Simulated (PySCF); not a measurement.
Al(F)(SH)2 (AlFH2S2), SMILES [F][Al]([SH])[SH].

Coordinates come from a B3LYP-D3(BJ)/def2-SVP optimisation. One conformer was computed; it need not be the lowest.

These are TDA-ωB97X/def2-SVPD (PySCF) values and carry that method's errors.

Vertical excitations. Gas-phase values at a fixed geometry. State labels are in the subgroup Cs.

```
state  symmetry  energy (eV)  λ (nm)      f                                                                  main pairs
-----  --------  -----------  ------  -----  --------------------------------------------------------------------------
S1           A"         6.06     204  0.000                                                              HOMO→LUMO 83 %
S2           A"         6.52     190  0.007                                        HOMO→LUMO+2 60 %, HOMO−1→LUMO+3 14 %
S3           A"         6.69     185  0.143                                          HOMO−1→LUMO 69 %, HOMO→LUMO+3 19 %
S4           A"         6.70     185  0.020                      HOMO−1→LUMO+2 37 %, HOMO→LUMO+3 20 %, HOMO−1→LUMO 13 %
S5           A'         6.81     182  0.036                                          HOMO→LUMO+1 77 %, HOMO−2→LUMO 13 %
S6           A'         7.39     168  0.020                                                          HOMO−1→LUMO+1 82 %
S7           A"         7.65     162  0.000                                                          HOMO−2→LUMO+1 93 %
S8           A'         7.73     160  0.523                                                            HOMO−2→LUMO 72 %
S9           A"         7.78     159  0.007  HOMO−1→LUMO+2 23 %, HOMO→LUMO+4 19 %, HOMO→LUMO+3 13 %, HOMO−1→LUMO+3 11 %
S10          A'         8.23     151  0.100                     HOMO−2→LUMO+2 46 %, HOMO−2→LUMO+3 23 %, HOMO−3→LUMO 8 %
T1           A"         5.83     213      0                                                              HOMO→LUMO 80 %
T2           A"         6.08     204      0                                        HOMO→LUMO+2 59 %, HOMO−1→LUMO+3 18 %
T3           A'         6.15     202      0                                                            HOMO→LUMO+1 91 %
T4           A"         6.22     199      0                       HOMO→LUMO+3 37 %, HOMO−1→LUMO+2 31 %, HOMO−1→LUMO 8 %
```
Triplets are in the Tamm–Dancoff approximation.
